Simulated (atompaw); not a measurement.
# An all-electron radial function and its pseudo partner (phosphorus (P))

Columns: radius, all-electron u(r) and pseudo u(r) of the 3p shell (level -5.60 eV) of phosphorus in the configuration [Ne] 3s2 3p3; LDA (PW92), scalar-relativistic, PAW (atompaw) scheme, atompaw 4.2.0.5.

```tsv
r (bohr)	all-electron	pseudo
0.069	-0.0789	0.0029
0.138	-0.1942	0.0114
0.208	-0.2730	0.0256
0.277	-0.3011	0.0449
0.346	-0.2873	0.0691
0.415	-0.2432	0.0977
0.485	-0.1780	0.1307
0.554	-0.1022	0.1665
0.623	-0.0209	0.2051
0.692	0.0614	0.2456
0.762	0.1427	0.2879
0.831	0.2187	0.3302
0.900	0.2892	0.3722
0.969	0.3536	0.4134
1.038	0.4115	0.4530
1.108	0.4636	0.4910
1.177	0.5084	0.5257
1.246	0.5469	0.5572
1.315	0.5796	0.5852
1.385	0.6071	0.6099
1.454	0.6290	0.6302
1.523	0.6462	0.6467
1.592	0.6592	0.6593
1.662	0.6683	0.6684
1.731	0.6739	0.6739
1.800	0.6763	0.6763
```

(1) How many radial nodes do the two functions have?

(2) Is the pseudo-wave norm-conserving?

## Answers

(1) The all-electron 3p function has n − l − 1 = 1; the pseudo-wave has 0, since the states of the same l below it are removed with the core.

(2) No, it belongs to a PAW set: the norm inside the radius is not constrained, and the difference is carried by the augmentation charge.
